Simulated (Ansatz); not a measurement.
Wavefunction ladder for `FB1[BH][GeH2][O]1`

```xyz
8

F    -1.164    1.117   -2.095
B    -0.559    0.572   -1.048
B    -1.030   -0.669    0.075
Ge    0.845   -0.193    0.802
O     0.676    0.963   -0.659
H    -1.920   -1.412    0.332
H     2.089   -1.062    0.547
H     1.064    0.684    2.047
```

The species carries charge 0 and has multiplicity 1. Correlated methods include outer-core shells of Ge, which these sets cover unevenly. Scalar relativity is left out up to krypton. All single points use the PBE0-D4/def2-TZVP geometry. Frozen core, restricted reference, Ansatz.

```tsv
basis	HF (Eh)	MP2 corr.
def2-SVP	-2300.40535	-0.74560
def2-TZVPP	-2300.94609	-0.91567
def2-QZVPP	-2300.99815	-1.23417
```

Q: Estimate the CCSD correlation energy and the (T) correction in each basis where they were run (hartree).

A: 
| basis | CCSD corr. | (T) |
| --- | --- | --- |
| def2-SVP | -0.77065 | -0.02167 |
| def2-TZVPP | -0.93710 | -0.03545 |
